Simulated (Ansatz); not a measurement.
Consider the formal exchange of groups at a B–O bond: `B[O][AlH][CH3]` + `O[SiH]1CN1` → `B[Si]1(O)CN1` + `[CH3][AlH][OH]`.

Isolated molecules relaxed with PBE0-D4/def2-TZVP in Ansatz; ΔE leaves out vibrations. CCSD(T)/CBS is the MP2 limit (def2-TZVPP, def2-QZVPP) plus CCSD(T) − MP2 in def2-TZVPP, frozen cores. DFT in def2-TZVPP. Each species was taken in one conformer, which may not be the lowest.

```csv
species,PBE0-D4 energy (Eh)
`B[O][AlH][CH3]`,-384.08446
`O[SiH]1CN1`,-460.37460
`B[Si]1(O)CN1`,-485.76084
`[CH3][AlH][OH]`,-358.63654
```

(1) Work out ΔE.

Largest T1 diagnostic among the species: 0.014.

Results:

(1) ΔE = (-485.76084) + (-358.63654) − (-384.08446) − (-460.37460) = 0.06168 Eh = +161.9 kJ/mol. CCSD(T)/CBS gives +168.5 kJ/mol.

From BLYP to BHLYP (50 % exact exchange), in def2-TZVPP and without D4, ΔE moves by +13.8 kJ/mol. Leaving LDA and LC-ωPBE aside and taking each functional with its dispersion term where it has one, the values, not all of them listed here, spread over 29.4 kJ/mol, from revPBE-D4 to BHLYP-D4. LDA lies +8.9 kJ/mol from PBE without D4.
